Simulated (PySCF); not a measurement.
Stepwise substitution at one centre (In NH2-SH). Isolated molecules, 0 K electronic values unless said otherwise. One relaxed conformer stands for each flexible species; it need not be the lowest. Strings in code marks are SMILES.

The LUMO from two functionals at the same geometries (B3LYP-D3(BJ)/def2-TZVP), both in PySCF: PBE-D3(BJ)/def2-TZVP and B3LYP-D3(BJ)/def2-TZVP. B3LYP has the VWN-RPA correlation part, as in Gaussian. 

```tsv
species	B3LYP-D3(BJ)/def2-TZVP (eV)
0 of 3 NH2 replaced by SH (`[NH2][In]([NH2])[NH2]`)	-1.07
1 of 3 NH2 replaced by SH (`[In]([NH2])([SH])[NH2]`)	-1.39
2 of 3 NH2 replaced by SH	-1.79
3 of 3 NH2 replaced by SH	-2.16
```

Task: What does PBE-D3(BJ)/def2-TZVP give for each?

Result: 
- 0 of 3 NH2 replaced by SH (`[NH2][In]([NH2])[NH2]`): -1.59
- 1 of 3 NH2 replaced by SH (`[In]([NH2])([SH])[NH2]`): -1.94
- 2 of 3 NH2 replaced by SH: -2.34
- 3 of 3 NH2 replaced by SH: -2.72
Over these rows, drawn at random from the members with no instability flagged (it was tested for open shells, ions and some series alone), PBE minus B3LYP-D3(BJ): mean -0.54 eV, from -0.56 eV to -0.52 eV.
